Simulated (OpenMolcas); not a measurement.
Au3+: effect of the basis set

```json
{
  "Program": "OpenMolcas 26.06",
  "Method": "CASSCF",
  "Active space": "8 electrons in 10 orbitals (5d 6d)",
  "State averaging": "2S+1 = 3 even, 10 roots; 2S+1 = 1 even, 15 roots",
  "Spin-orbit coupling": "state interaction with AMFI integrals over the reference wave functions, term energies averaged over their components"
}
```

A. ANO-R2 [8s6p5d3f1g], X2C, finite nucleus; cost about 90 core-seconds
B. ANO-RCC-VTZP [8s7p5d3f1g], DKH2, point nucleus; cost of the order of 70 core-seconds
C. ANO-RCC-VQZP [9s8p6d4f2g1h], DKH2, point nucleus; cost roughly 70 core-seconds

Energies in cm⁻¹ above 5d⁸ ³F₄, the measured ground level; measured values from Zainab et al., Astrophys. J. Suppl. Ser. 267, 12 (2023).

| Level | A | B | C | Measured |
| --- | --- | --- | --- | --- |
| 5d⁸ ³F₄ | 0.0 | 0.0 | 0.0 | 0.0 |
| 5d⁸ ³F₃ | 12182 | 12345 | 12276 | 12294 |
| 5d⁸ ³P₂ [53 %] | 20481 | 20606 | 20562 |  |
| 5d⁸ ³P₀ | 22979 | 22893 | 22944 | 18185 |
| 5d⁸ ³P₁ | 26101 | 26180 | 26164 | 21490 |
| 5d⁸ ¹G₄ | 29341 | 29403 | 29379 | 25702 |
| 5d⁸ ¹S₀ | 62302 | 62353 | 62337 | 55278 |

Deviations, from unrounded energies. A percentage is the sum of absolute deviations over the sum of measured energies, with the sign that they share, or ± where signs differ.

| Against measurement | Levels | A | B | C |
| --- | --- | --- | --- | --- |
| mean absolute deviation (cm-1) | 5 | 4000 | 4000 | 4000 |
| fine structure of the ground term (%) | 1 | -0.9 | +0.4 | -0.1 |
| other terms of the ground configuration (%) | 4 | +16.6 | +16.7 | +16.7 |

A, B, C lie about equally close to measurement. The largest miss of A in the table is 5d⁸ ¹S₀, by +7000 cm-1. The ranking rests on the paired levels alone, and a cruder setting can come out closer through cancelling errors.

Among A to C the level of the table that moves most is 5d⁸ ³F₃, by 160 cm-1 (lowest in A, highest in B).

Without dynamic correlation excited terms often stand tens of per cent too high (terms of higher spin than the ground term too low), and those without a measured partner can miss by more than the paired ones. Active for correlation alone: 6d; no level in the range computed is led by a configuration that fills it, so any true level of that kind is missing. Computed and measured levels are paired by configuration, term and J; levels that our copy of the source lacks, or whose pairing is in doubt (as where it misses far off the trend of its configuration), stay unpaired and out of the deviations. Only configurations of the active space appear. Levels that lie high or do not pair safely by name in every column are left out.

A share in square brackets marks a mixed level and gives the weight of the term that names it, the lowest over the columns.
